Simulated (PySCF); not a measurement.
C₈H₁₃NSi.
Cartesian coordinates in Å at the PBE0-D3(BJ)/def2-SVP level; atoms count from 1:
```
atom  x, y, z in Å
C1    -1.8262    0.3806    1.5973
Si2   -1.1247   -0.0361   -0.0970
C3    -1.6659   -1.7607   -0.6182
C4    -1.7057    1.2240   -1.3669
C5     0.7639    0.0086   -0.0163
C6     1.4769    0.2612    1.1625
C7     2.8694    0.2764    1.1390
C8     3.5140    0.0376   -0.0733
N9     2.8644   -0.2049   -1.2095
C10    1.5356   -0.2162   -1.1688
H11   -1.5050   -0.3493    2.3571
H12   -1.5139    1.3832    1.9297
H13   -2.9272    0.3667    1.5668
H14   -1.2376   -2.0299   -1.5964
H15   -2.7630   -1.8188   -0.7029
H16   -1.3382   -2.5169    0.1119
H17   -1.3674    2.2369   -1.0990
H18   -1.3101    0.9914   -2.3681
H19   -2.8053    1.2358   -1.4347
H20    0.9484    0.4472    2.1024
H21    3.4494    0.4706    2.0441
H22    4.6091    0.0431   -0.1283
H23    1.0395   -0.4203   -2.1276
```

Definitions: NICS(0) = −σiso at the ring centroid; NICS(1) = −σiso and NICS(1)zz = −σzz at ±1 Å along the ring normal z. Level: GIAO PBE0/pcSseg-1 (PySCF, non-relativistic, gas phase) on the PBE0-D3(BJ)/def2-SVP geometry, one conformer.

Ring bond lengths (Å), with Mayer bond orders in brackets: C5–C6 1.401 (1.44), C6–C7 1.393 (1.43), C7–C8 1.394 (1.40), C8–N9 1.331 (1.47), N9–C10 1.329 (1.49), C10–C5 1.405 (1.39).

Give the NICS values of each ring in ppm.

```csv
ring,type,NICS(0),"NICS(1), two faces","NICS(1)zz, two faces",rms pucker (Å),"centre to ring atoms, mean (Å)"
C5–C6–C7–C8–N9–C10,6-membered ring with N; formal bonds all aromatic,-6.8,-11.2 / -11.2,-27.8 / -27.7,0.00,1.37
```

What can be read from them?

- C5–C6–C7–C8–N9–C10: mean NICS(1)zz -27.8 ppm, shielded, aromatic by this magnetic criterion (flat ring, no four-coordinate atom).

What does the geometric index give? HOMA = 1 − mean of α(R − Ropt)² over the ring bonds, with Krygowski's 1993 parameters (CC: Ropt 1.388 Å, α 257.7 Å⁻²; CN: Ropt 1.334 Å, α 93.52 Å⁻²).

- C5–C6–C7–C8–N9–C10: HOMA 0.98; the largest term is that of C10–C5, α(R − Ropt)² = 0.08. The geometric and the magnetic index point the same way.

List the ring angles and the Hirshfeld charges of the ring atoms.

- C5–C6–C7–C8–N9–C10: C5 116.1° (-0.102 e), C6 119.8° (-0.033 e), C7 118.4° (-0.056 e), C8 123.2° (+0.016 e), N9 117.6° (-0.167 e), C10 124.9° (+0.017 e); sum 720.0° against 720° for a flat convex ring.

What are the shieldings of the ring atoms and their hydrogens in the same run (means over atoms taken as equivalent)?

```
atoms                          environment  σ isotropic (ppm)
   C5          substituted aromatic carbon               45.3
   C6                   aromatic CH carbon               38.5
   C7                   aromatic CH carbon               56.6
   C8  aromatic CH next to a ring nitrogen               28.6
   N9               pyridine-type nitrogen              -93.6
  C10  aromatic CH next to a ring nitrogen               23.3
  H20                    aromatic hydrogen              23.56
  H21                    aromatic hydrogen              24.14
  H22                    aromatic hydrogen              22.57
  H23                    aromatic hydrogen              22.41
```

How do the values depend on the level or the medium?

```
                 level  NICS(0), C5–C6–C7–C8–N9–C10  mean NICS(1)zz, C5–C6–C7–C8–N9–C10
    PBE0/pcSseg-1, gas                         -6.8                               -27.8
mPW1PW91/pcSseg-1, gas                         -6.9                               -27.8
```

The geometry is the same throughout.
